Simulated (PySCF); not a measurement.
SMILES Cl[SiH](Cl)C[SiH](Cl)Cl (CH4Cl4Si2) at its CAM-B3LYP/def2-SVP optimised geometry (Å):

```
11

Si    -0.4630    -0.4808    -3.1177
Cl    -0.9530    -1.8319    -4.5944
Cl     1.4802     0.1496    -3.4113
C     -0.5749    -1.3257    -1.4621
Si     0.1672    -0.4431     0.0000
Cl    -0.4717    -1.3599     1.7313
Cl    -0.4931     1.5125     0.0000
H     -1.3607     0.6816    -3.2457
H     -1.6415    -1.5125    -1.2501
H     -0.0892    -2.3131    -1.5423
H      1.6415    -0.4431     0.0000
```

Level of theory: CAM-B3LYP/def2-TZVP (PySCF 2.14.0). Cells within 0.4 Å of a nucleus heavier than hydrogen are left out (blank, or x).

Map of the HOMO amplitude (bohr^(-3/2)) on the plane z = 0.0 Å; orbital energy -10.25 eV, overall sign arbitrary:

```
|555555555555555555555555555|
|555555555555555555555555555|
|555555555555666655555555555|
|555555555556666665555555555|
|555555555556666666555555555|
|555555555556777666655555555|
|555555554456888766655555555|
|55555554433xx98766655555555|
|55555554322xx98766555555555|
|55555554321xx88765555555555|
|555555544323566655555555555|
|555555554434556554445555555|
|555555555445555443344555555|
|555555555555555432223455555|
|5555555556665xx421013455555|
|5555555566676xx421013455555|
|555555556677876432234455555|
|555555556677776544444555555|
|555555556667776655445555555|
|555555555666666655555555555|
|555555555566666655555555555|
|555555555556666555555555555|
|555555555555555555555555555|
|555555555555555555555555555|
|555555555555555555555555555|
|555555555555555555555555555|
|555555555555555555555555555|
```
Scale: ten equal steps from -0.113 (start of '0') to 0.082 (end of '9'), in the order '0123456789'; x runs from -4.00 to 4.00, y from -4.00 (bottom) to 4.00 (top).
